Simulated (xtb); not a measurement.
xtb input (GFN2-xTB):

```bash
xtb mol.xyz --gfn 2 --sp --chrg 0 --uhf 0
```
mol.xyz:
```
17

C      0.57379855    -2.57949090     0.70733179
O      0.38916999    -1.27871775     1.26055784
Ge     0.27800481     0.14166326     0.21506634
Br    -1.31014051    -0.20217079    -1.42191476
O     -0.10808243     1.49660539     1.26374793
C     -1.25515804     1.44646994     2.11229057
O      1.78683239     0.49121571    -0.61792086
C      2.92961435     0.86707930     0.15670296
H      1.49903949    -2.64195548     0.12775931
H     -0.26497491    -2.86305671     0.06628529
H      0.63210075    -3.27779884     1.54196230
H     -2.17747001     1.38532041     1.52793107
H     -1.20728394     0.59691117     2.79727887
H     -1.26557964     2.37096946     2.68886898
H      3.75846033     0.98582194    -0.54047588
H      2.76142563     1.81206026     0.67777178
H      3.19015697     0.09730484     0.88848068
```

Output:

```
           -------------------------------------------------
          |                Calculation Setup                |
           -------------------------------------------------

           -------------------------------------------------
          |                 G F N 2 - x T B                 |
           -------------------------------------------------

        Reference                      10.1021/acs.jctc.8b01176
      * Hamiltonian:
        H0-scaling (s, p, d)           1.850000    2.230000    2.230000
        zeta-weighting                 0.500000
      * Dispersion:
        s8                             2.700000
        a1                             0.520000
        a2                             5.000000
        s9                             5.000000
      * Repulsion:
        kExp                           1.500000    1.000000
        rExp                           1.000000
      * Coulomb:
        alpha                          2.000000
        third order                    shell-resolved
        anisotropic                    true
        a3                             3.000000
        a5                             4.000000
        cn-shift                       1.200000
        cn-exp                         4.000000
        max-rad                        5.000000

          ...................................................
          :                      SETUP                      :
          :.................................................:
          :  # basis functions                  53          :
          :  # atomic orbitals                  51          :
          :  # shells                           27          :
          :  # electrons                        50          :
          :  max. iterations                   250          :
          :  Hamiltonian                  GFN2-xTB          :
          :  restarted?                      false          :
          :  GBSA solvation                  false          :
          :  PC potential                    false          :
          :  electronic temp.          300.0000000     K    :
          :  accuracy                    1.0000000          :
          :  -> integral cutoff          0.2500000E+02      :
          :  -> integral neglect         0.1000000E-07      :
          :  -> SCF convergence          0.1000000E-05 Eh   :
          :  -> wf. convergence          0.1000000E-03 e    :
          :  Broyden damping             0.4000000          :
          :  net charge                          0          :
          :  unpaired electrons                  0          :
          ...................................................

 iter      E             dE          RMSdq      gap      omega  full diag
   1    -28.7879663 -0.287880E+02  0.792E+00    4.74       0.0  T
   2    -28.2961549  0.491811E+00  0.751E+00    7.26       1.0  T
   3    -29.4524795 -0.115632E+01  0.318E+00    5.09       1.0  T
   4    -29.4834033 -0.309238E-01  0.128E+00    5.06       1.0  T
   5    -29.4919762 -0.857299E-02  0.796E-01    5.10       1.0  T
   6    -29.4946888 -0.271251E-02  0.430E-01    5.12       1.0  T
   7    -29.4941036  0.585204E-03  0.339E-01    5.09       1.0  T
   8    -29.4954571 -0.135353E-02  0.614E-02    5.14       1.0  T
   9    -29.4954540  0.304752E-05  0.318E-02    5.13       1.0  T
  10    -29.4954643 -0.102430E-04  0.125E-02    5.13       1.9  T
  11    -29.4954650 -0.698349E-06  0.505E-03    5.13       4.8  T
  12    -29.4954649  0.431455E-07  0.350E-03    5.13       6.9  T
  13    -29.4954650 -0.931371E-07  0.118E-03    5.13      20.5  T
  14    -29.4954650 -0.140924E-08  0.442E-04    5.13      54.9  T
  15    -29.4954650 -0.473612E-10  0.165E-04    5.13     146.6  T

   *** convergence criteria satisfied after 15 iterations ***

         #    Occupation            Energy/Eh            Energy/eV
      -------------------------------------------------------------
         1        2.0000           -0.8511238             -23.1603
       ...           ...                  ...                  ...
        19        2.0000           -0.4677113             -12.7271
        20        2.0000           -0.4618131             -12.5666
        21        2.0000           -0.4502476             -12.2519
        22        2.0000           -0.4492414             -12.2245
        23        2.0000           -0.4462191             -12.1422
        24        2.0000           -0.4431215             -12.0580
        25        2.0000           -0.4421810             -12.0324 (HOMO)
        26                         -0.2536645              -6.9026 (LUMO)
        27                         -0.0919208              -2.5013
        28                         -0.0844990              -2.2993
        29                         -0.0779581              -2.1213
        30                          0.0110256               0.3000
       ...                                ...                  ...
        51                          1.5601015              42.4525
      -------------------------------------------------------------
                  HL-Gap            0.1885165 Eh            5.1298 eV
             Fermi-level           -0.3479227 Eh           -9.4675 eV

 SCC (total)                   0 d,  0 h,  0 min,  0.028 sec
 SCC setup                      ...        0 min,  0.000 sec (  0.298%)
 Dispersion                     ...        0 min,  0.000 sec (  0.226%)
 classical contributions        ...        0 min,  0.000 sec (  0.077%)
 integral evaluation            ...        0 min,  0.002 sec (  5.914%)
 iterations                     ...        0 min,  0.014 sec ( 51.652%)
 molecular gradient             ...        0 min,  0.012 sec ( 41.275%)
 printout                       ...        0 min,  0.000 sec (  0.520%)

         :::::::::::::::::::::::::::::::::::::::::::::::::::::
         ::                     SUMMARY                     ::
         :::::::::::::::::::::::::::::::::::::::::::::::::::::
         :: total energy             -29.312084912560 Eh    ::
         :: gradient norm              0.019195581382 Eh/a0 ::
         :: HOMO-LUMO gap              5.129794711879 eV    ::
         ::.................................................::
         :: SCC energy               -29.495372054577 Eh    ::
         :: -> isotropic ES            0.048660693179 Eh    ::
         :: -> anisotropic ES         -0.011214282102 Eh    ::
         :: -> anisotropic XC         -0.017659382006 Eh    ::
         :: -> dispersion             -0.012918588590 Eh    ::
         :: repulsion energy           0.183287142017 Eh    ::
         :: add. restraining           0.000000000000 Eh    ::
         :: total charge               0.000000000000 e     ::
         :::::::::::::::::::::::::::::::::::::::::::::::::::::

           -------------------------------------------------
          |                Property Printout                |
           -------------------------------------------------

    * Orbital Energies and Occupations

         #    Occupation            Energy/Eh            Energy/eV
      -------------------------------------------------------------
         1        2.0000           -0.8511238             -23.1603
       ...           ...                  ...                  ...
        13        2.0000           -0.5519885             -15.0204
        14        2.0000           -0.5455097             -14.8441
        15        2.0000           -0.5444482             -14.8152
        16        2.0000           -0.5435851             -14.7917
        17        2.0000           -0.5105377             -13.8924
        18        2.0000           -0.4750196             -12.9259
        19        2.0000           -0.4677113             -12.7271
        20        2.0000           -0.4618131             -12.5666
        21        2.0000           -0.4502476             -12.2519
        22        2.0000           -0.4492414             -12.2245
        23        2.0000           -0.4462191             -12.1422
        24        2.0000           -0.4431215             -12.0580
        25        2.0000           -0.4421810             -12.0324 (HOMO)
        26                         -0.2536645              -6.9026 (LUMO)
        27                         -0.0919208              -2.5013
        28                         -0.0844990              -2.2993
        29                         -0.0779581              -2.1213
        30                          0.0110256               0.3000
        31                          0.0208290               0.5668
        32                          0.0233097               0.6343
        33                          0.0353696               0.9625
        34                          0.0452732               1.2319
        35                          0.0937388               2.5508
        36                          0.1003240               2.7300
       ...                                ...                  ...
        51                          1.5601015              42.4525
      -------------------------------------------------------------
                  HL-Gap            0.1885165 Eh            5.1298 eV
             Fermi-level           -0.3479227 Eh           -9.4675 eV

     #   Z          covCN         q      C6AA      α(0)
     1   6 C        3.692     0.049    19.920     6.386
     2   8 O        1.628    -0.352    19.952     6.029
     3  32 Ge       3.420     0.485   167.301    23.507
     4  35 Br       0.840    -0.085   187.133    22.056
     5   8 O        1.628    -0.340    19.738     5.997
     6   6 C        3.701     0.047    19.940     6.386
     7   8 O        1.628    -0.343    19.784     6.004
     8   6 C        3.711     0.049    19.876     6.371
     9   1 H        0.924     0.043     2.413     2.429
    10   1 H        0.924     0.053     2.285     2.364
    11   1 H        0.925     0.063     2.164     2.300
    12   1 H        0.924     0.049     2.326     2.385
    13   1 H        0.924     0.053     2.289     2.366
    14   1 H        0.925     0.065     2.145     2.290
    15   1 H        0.925     0.063     2.161     2.299
    16   1 H        0.924     0.054     2.267     2.354
    17   1 H        0.924     0.046     2.369     2.407

 Mol. C6AA /au·bohr⁶  :       4426.311556
 Mol. C8AA /au·bohr⁸  :     167751.598677
 Mol. α(0) /au        :        103.930741

Wiberg/Mayer (AO) data.
largest (>0.10) Wiberg bond orders for each atom

 ---------------------------------------------------------------------------
     #   Z sym  total        # sym  WBO       # sym  WBO       # sym  WBO
 ---------------------------------------------------------------------------
     1   6 C    3.935 --     9 H    0.983    10 H    0.979    11 H    0.975
                             2 O    0.968
     2   8 O    2.261 --     3 Ge   1.008     1 C    0.968
     3  32 Ge   4.178 --     5 O    1.042     7 O    1.027     4 Br   1.013
                             2 O    1.008
     4  35 Br   1.317 --     3 Ge   1.013
     5   8 O    2.276 --     3 Ge   1.042     6 C    0.964
     6   6 C    3.932 --    13 H    0.984    12 H    0.981    14 H    0.976
                             5 O    0.964
     7   8 O    2.261 --     3 Ge   1.027     8 C    0.962
     8   6 C    3.934 --    16 H    0.983    17 H    0.982    15 H    0.976
                             7 O    0.962
     9   1 H    0.998 --     1 C    0.983
    10   1 H    0.997 --     1 C    0.979
    11   1 H    0.996 --     1 C    0.975
    12   1 H    0.998 --     6 C    0.981
    13   1 H    0.997 --     6 C    0.984
    14   1 H    0.995 --     6 C    0.976
    15   1 H    0.996 --     8 C    0.976
    16   1 H    0.997 --     8 C    0.983
    17   1 H    0.998 --     8 C    0.982
 ---------------------------------------------------------------------------
Note: The following floating-point exceptions are signalling: IEEE_UNDERFLOW_FLAG IEEE_DENORMAL
normal termination of xtb

Topologies differ in total number of bonds
Writing topology from bond orders to xtbtopo.mol

molecular dipole:
                 x           y           z       tot (Debye)
 q only:        0.038      -0.398       0.476
   full:        1.269      -0.167       1.628       5.264
molecular quadrupole (traceless):
                xx          xy          yy          xz          yz          zz
 q only:        3.367      -1.219       1.261      -1.870       2.019      -4.629
  q+dip:        0.523      -3.303       5.991      -8.531      -0.461      -6.514
   full:        1.366      -3.280       6.000      -8.891       0.311      -7.365

           -------------------------------------------------
          | TOTAL ENERGY              -29.312084912560 Eh   |
          | GRADIENT NORM               0.019195581382 Eh/α |
          | HOMO-LUMO GAP               5.129794711879 eV   |
           -------------------------------------------------

------------------------------------------------------------------------
------------------------------------------------------------------------
 total:
 SCF:
```
